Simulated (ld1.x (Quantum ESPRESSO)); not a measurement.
# Which change was made? (Ge, ultrasoft)

ld1.x (Quantum ESPRESSO) 7.5 input, shortened:

```
&input
   title='Ge', zed=32., rel=2, dft='PBESOL', iswitch=3,
   config='[Ar] 3d10 4s2 4p2', rel_dist='average'
 /
 &inputp
   pseudotype=3, tm=.true., lloc=-1, rcloc=1.70,
   nlcc=.true., rcore=1.50,
   which_augfun='PSQ', rmatch_augfun=1.35
 /
4
4S  1  0   2.00   0.00  1.60  1.75  0.0
4S  1  0   0.00   0.15  1.60  1.75  0.0
4P  2  1   2.00   0.00  1.95  2.40  0.0
4P  2  1   0.00   1.55  1.95  2.40  0.0
 &test
   configts(1)='4s2 4p2'
 /
```

Open shells are filled in proportion to 2j + 1 (rel_dist='average').

Cutoffs, loose and tight: the cutoffs (Ry, on a coarse ladder) from which the occupation-weighted sum of valence levels, in a spherical-Bessel basis at the reference potential, stays within 10 and 1 mRy of its value at 400 Ry. They do not see the model core or the augmentation charge, which bear on the density cutoff. Test errors are all-electron minus pseudo excitation energies from the reference, over the configurations 4s2 4p1; 4s2 4p0; 4s1 4p0; 4s2 4p2.3; 4s1 4p2; 4s2 4p1.5; 4s1 4p3; variants that change the core or the reference have their own tests.

The base gives: outcome: generated; cutoff, loose: 10 Ry; cutoff, tight: 15 Ry; bound ghosts: none; largest test error (meV): -333.

Task: After one change the result is: outcome: failed: chargeps: negative rho. Which change was it?
A. waves 4s (bound): rcut 1.60, rcutus 2.24 bohr; 4s channel at 0.15 Ry: rcut 1.60, rcutus 2.24 bohr
B. waves 4s (bound): rcut 1.38, rcutus 1.46 bohr; 4s channel at 0.15 Ry: rcut 1.38, rcutus 1.46 bohr
C. waves 4s (bound): rcut 1.10, rcutus 1.16 bohr; 4s channel at 0.15 Ry: rcut 1.10, rcutus 1.16 bohr

Result: C. The others give: waves 4s (bound): rcut 1.60, rcutus 2.24 bohr; 4s channel at 0.15 Ry: rcut 1.60, rcutus 2.24 bohr → outcome: generated; cutoff, loose: 8 Ry; cutoff, tight: 12 Ry; bound ghosts: none; largest test error (meV): -328 | waves 4s (bound): rcut 1.38, rcutus 1.46 bohr; 4s channel at 0.15 Ry: rcut 1.38, rcutus 1.46 bohr → outcome: generated; cutoff, loose: 10 Ry; cutoff, tight: 30 Ry; bound ghosts: s; largest test error (meV): -339.
